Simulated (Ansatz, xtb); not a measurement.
# Relative energy of two isomers of C3H3BrN2S

Structure a: `Sn1ccc(Br)n1`, a singlet. Structure b: `Sc1c[nH]nc1Br`, a singlet. Both are isolated molecules in the gas phase, relaxed with B3LYP/def2-SVP; the shapes shown needn't be the lowest conformers.

a (Å):

```yaml
atoms:
  - { symbol: C, position_ang: [-0.6444, -1.6746, -1.1407] }
  - { symbol: C, position_ang: [-0.3287, -1.0218, -2.3128] }
  - { symbol: C, position_ang: [0.1761, 0.2312, -1.8722] }
  - { symbol: Br, position_ang: [0.7947, 1.6283, -2.9745] }
  - { symbol: N, position_ang: [-0.3279, -0.8205, -0.1164] }
  - { symbol: N, position_ang: [0.1812, 0.3511, -0.5582] }
  - { symbol: S, position_ang: [-0.4727, -1.1515, 1.5634] }
  - { symbol: H, position_ang: [-1.6574, -0.5126, 1.7548] }
  - { symbol: H, position_ang: [-1.0619, -2.6595, -0.9450] }
  - { symbol: H, position_ang: [-0.4374, -1.3788, -3.3331] }
```

b (Å):

```xyz
10

C    -0.5771   -1.0466   -0.4694
C    -0.6764    0.2336   -0.9959
C     0.2123   -1.7375   -1.4325
Br    0.7356   -3.5423   -1.3396
N     0.0190    0.2204   -2.1677
N     0.5647   -0.9663   -2.4486
S    -1.2284   -1.7472    1.0158
H    -1.8442   -0.6199    1.4386
H    -1.1789    1.1255   -0.6281
H     0.1527    0.9902   -2.8125
```

Problem. Estimate E(b) − E(a) at the level CCSD(T)/def2-SVP + ΔMP2/def2-TZVPP.

Solution. Calculated at CCSD(T)/def2-SVP + ΔMP2/def2-TZVPP: E(b) − E(a) = −47.1 kJ/mol, so structure b lies lower.

Level by level:

| level | geometry | E(b) − E(a) (kJ/mol) | departure from the last row (kJ/mol) | job, with rough time for the two |
| --- | --- | --- | --- | --- |
| B3LYP/def2-SVP | B3LYP/def2-SVP | −48.7 | −1.6 | optimisation, 1.9 min |
| HF/def2-SVP | B3LYP/def2-SVP | −43.9 | +3.1 | part of the CCSD(T) run |
| MP2/def2-SVP | B3LYP/def2-SVP | −55.3 | −8.2 | part of the CCSD(T) run |
| CCSD(T)/def2-SVP | B3LYP/def2-SVP | −49.0 | −1.9 | single point |
| CCSD(T)/def2-SVP + ΔMP2/def2-TZVPP | B3LYP/def2-SVP | −47.1 |  | single point, 2.3 min |

As drawn, b has 1 C–S, 1 N–H in place of 1 N–S, 1 C–H.

None of the levels shown reverses the order. The largest departure from CCSD(T)/def2-SVP + ΔMP2/def2-TZVPP is that of MP2/def2-SVP, 8.2 kJ/mol. Levels run at GFN2-xTB geometries aren't shown. The last row adds to CCSD(T) the change of the MP2 difference between the two basis sets, here +1.9 kJ/mol.

With thermal terms from frequencies at re-optimised GFN2-xTB minima (ideal gas, soft modes damped towards free rotors, one conformer each, 298.15 K, 1 atm): on the last row, ΔE + ΔZPE = −45.4, ΔH = −45.7, ΔG = −44.8 kJ/mol.

The correlated steps freeze 19 core orbitals; the filled d shell of Br is correlated, in a basis made for valence electrons. Run with Ansatz 0.2.0, xtb 6.7.1; the last row on 2 threads of Arm Neoverse V2 on a shared host.
